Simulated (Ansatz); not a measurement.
The B1–H2 bond of C2H5B (SMILES BC=C) is stretched (multiplicity 1, the rest rigid).
Geometry at rest (charge 0, multiplicity 1):
```xyz
8

B     -0.19234     0.13481     1.34229
H     -0.50441     1.28521     1.41150
H     -0.13703    -0.51541     2.34022
C      0.12717    -0.46654    -0.03329
C      0.06087     0.27672    -1.14769
H      0.41542    -1.50959    -0.14141
H      0.28057    -0.11862    -2.13458
H     -0.22108     1.32325    -1.10132
```

Cores are frozen in the correlated methods.

The values were computed with Ansatz (a first-principles code). Values without a source in brackets are computed.

FIC-MRCISD+Q on CASSCF(2,2)/cc-pVTZ, total energies (hartree):

| R (Å) | CASSCF | MRCISD | weight c² of the reference |
|---|---|---|---|
| 1.194 | -103.340710 | -103.740634 | 0.88199 |
| 2.089 | -103.250595 | -103.640758 | 0.88178 |
| 3.821 | -103.186370 | -103.570119 | 0.88337 |

Question: Add the Davidson correction (E_MRCISD − E_CASSCF)(1 − c²)/c² and give the energies above the first point at the three levels.

Answer: 
Corrections (hartree): -0.053512, -0.052307, -0.050664. Above the first point (kcal/mol):
- R = 2.089 Å: CASSCF 56.5, MRCISD 62.7, with the correction 63.4
- R = 3.821 Å: CASSCF 96.8, MRCISD 107.0, with the correction 108.8
